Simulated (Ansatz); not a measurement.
CH$_{5}$FN$_{2}$SSi (`N=C(S)N[SiH2]F`) at its PBE0-D4/def2-TZVP geometry, where that method's forces vanish. The species carries charge 0 and has multiplicity 1.

```xyz
11

N    -0.2170    1.4032    0.4777
C    -0.1736    0.1987    0.8619
S    -0.4877   -0.4628    2.4890
N     0.1103   -0.7881   -0.0507
Si    0.2586   -0.4182   -1.7374
F     1.5962    0.3791   -2.0707
H    -0.5233    2.0546    1.1883
H    -0.3885    0.7106    3.1288
H     0.3445   -1.6973    0.3128
H    -0.8923    0.3651   -2.2133
H     0.3727   -1.7448   -2.3864
```

Q: What forces (eV/Å) does B3LYP-D4/def2-TZVPP give on these atoms in the Gaussian-basis code of Ansatz? (An estimate is asked.)

A: The calculation gave: 
```
N1  -0.030  0.224  0.020
C2   0.006  0.032 -0.001
S3  -0.048 -0.060  0.266
N4   0.054 -0.166 -0.102
Si5 -0.219 -0.161 -0.180
F6   0.168  0.103 -0.039
H7   0.009  0.023 -0.028
H8  -0.007 -0.014  0.021
H9  -0.003 -0.002 -0.013
H10  0.081 -0.064  0.025
H11 -0.011  0.085  0.031
```

B3LYP here is the variant with VWN-RPA as its local correlation; programs differ in this.
